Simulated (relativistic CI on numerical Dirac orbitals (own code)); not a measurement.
One change at a time: Sm⁵⁸⁺

Base calculation: Dirac-Coulomb-Breit CI, separate exchange-only KLI orbitals for each configuration, model QED (radiative potential, 1s self-energy scaled to tabulated hydrogen-like ionisation energies), unscaled Slater integrals.

Configurations in the expansion (outside the closed core 1s2): 2s2, 2s 2p, 2p2, 2p 3s, 2p 3p, 2s 3s, 2s 3p, 2s 3d, 2s 4s, 2s 4p, 2s 4d, 2s 4f, 3s2, 3s 3p, 3p2. Levels of other configurations are missing.

The lowest level and the first level of each name with at least 55 % of one term (blank where a level has no safe partner in the second run):

```csv
Level,Base (eV),Shift (eV)
2s2 1S_0,0.00,0.00
2s 2p 3P°_0,128.35,-22.73
2s 2p 3P°_1,156.27,-50.65
2p2 3P_0,368.66,-96.68
2s 2p 3P°_2,798.03,-692.42
2s 2p 1P°_1,872.51,-669.58
2p2 3P_1,1003.52,-731.53
2p2 1D_2,1020.75,
2p2 3P_2,1683.53,
2p2 1S_0,1739.82,-1362.36
2s 3s 3S_1,7347.94,-533.38
2s 3s 1S_0,7374.13,-538.63
2s 3p 3P°_0,7409.89,-542.27
2s 3p 3P°_1,7410.73,
2p 3s 3P°_1,7509.71,-563.25
2p 3s 3P°_0,7509.97,-563.51
2p 3p 3D_1,7546.88,
2p 3p 3P_0,7589.54,-591.00
2s 3p 3P°_2,7607.11,-739.49
2s 3p 1P°_1,7615.46,
2s 3d 3D_1,7636.51,-741.71
2s 3d 3D_2,7640.19,-745.38
```

At this charge energies of transitions that change n are usually good to better than 1 %, and those within a shell (Δn = 0) to a few per cent.

Problem. One thing was changed in a second run, which moved the levels as shown. Which?
A. Breit term removed
B. non-relativistic limit
C. configuration mixing switched off
D. valence Slater integrals scaled by 0.9
E. QED terms removed

Solution. B. Non-relativistic limit. Without relativity the fine structure collapses and s electrons lose their extra binding.

LS names give the leading component of a level, which can be under half, so a name can repeat, a term be missing and a line seem to break the LS rules.
